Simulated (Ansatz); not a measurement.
Consider the formal exchange of groups at the Si–C bond: `[SiH3]C1=CN1` + `C[O][Sn][NH2]` → `[NH2][Sn][O][SiH3]` + `CC1=CN1`.

Gas-phase electronic energies from Ansatz, PBE0-D4/def2-TZVP geometries. CBS: MP2 limit from def2 TZ/QZ plus the TZ coupled-cluster correction, frozen cores. DFT in def2-TZVPP. def2 core potentials past Kr. For Sn outer-core shells are correlated without core-valence functions, which leaves a few kJ/mol of doubt a bond. One conformer a species, not always the lowest.

```tsv
species	r2SCAN-D4 energy (Eh)
`[SiH3]C1=CN1`	-423.28708
`C[O][Sn][NH2]`	-385.48750
`[NH2][Sn][O][SiH3]`	-636.92059
`CC1=CN1`	-171.91504
```

Question: Work out ΔE.

Answer: ΔE = (-636.92059) + (-171.91504) − (-423.28708) − (-385.48750) = -0.06105 Eh = -1.66 eV. CCSD(T)/CBS gives -1.71 eV.

Largest T1 diagnostic among the species: 0.017.

At CCSD(T), def2-SVP lies +0.11 eV from the extrapolated value and def2-TZVPP +0.02 eV. From PBE to PBE0 (25 % exact exchange), in def2-TZVPP and without D4, ΔE moves by −0.11 eV.
